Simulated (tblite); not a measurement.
What does the GFN2-xTB structure of `Cn1ccc(CN)c1` look like in three dimensions?

```xyz
18
C6H10N2 angstrom
C     -2.7622    0.4662   -0.3354
N     -1.4378   -0.0305   -0.0975
C     -1.0913   -1.3375    0.0271
C      0.2462   -1.4114    0.3050
C      0.7371   -0.0880    0.3658
C      2.1614    0.3283    0.5785
N      2.9219    0.4948   -0.6599
C     -0.3329    0.7336    0.1089
H     -3.2725    0.6938    0.6060
H     -3.3453   -0.2807   -0.8737
H     -2.7164    1.3773   -0.9327
H     -1.8173   -2.1176   -0.0960
H      0.8180   -2.3060    0.4556
H      2.1983    1.2831    1.1112
H      2.6802   -0.4242    1.1787
H      2.4737    1.1966   -1.2414
H      2.9129   -0.3763   -1.1821
H     -0.3828    1.8046    0.0633
```

Orientation and origin are arbitrary. Atoms count from 1 in this order. The 4 C–C bonds span 1.368 Å (C3–C4, aromatic) to 1.499 Å (C5–C6, drawn single), a spread of 0.131 Å. The 5-membered ring N2–C3–C4–C5–C8 has internal angles of 106.4° to 109.0°; it is planar, 0.00 Å rms from its mean plane, widest ring torsion 1°. N2 (pyrrole-type nitrogen) is planar (angles 125.7°, 125.5° and 108.7°, sum 359.9°, 0.02 Å off the plane of its three neighbours). N7 (primary amine nitrogen) is pyramidal (angles 109.5°, 109.4° and 107.1°, sum 326.1°, 0.39 Å off the plane of its three neighbours).

Bonds between heavy atoms (Å): C1–N2 1.434, N2–C3 1.358, C3–C4 1.368, C4–C5 1.413, C5–C6 1.499, C6–N7 1.463, C5–C8 1.373, N2–C8 1.359.

The geometry is computed with GFN2-xTB (gas phase).

Point group: C1 (no symmetry element, even within 0.4 Å). Its GFN2-xTB frequencies are all real (lowest 22 cm⁻¹). The numbers are those of one conformer (C4–C5–C6–N7 91°, C5–C6–N7–H 59° and -58°).

The run took 0.52 s of wall time on one thread, Intel Xeon Platinum 8259CL at 2.50 GHz (x86_64), shared host. That covers the optimisation of the geometry.
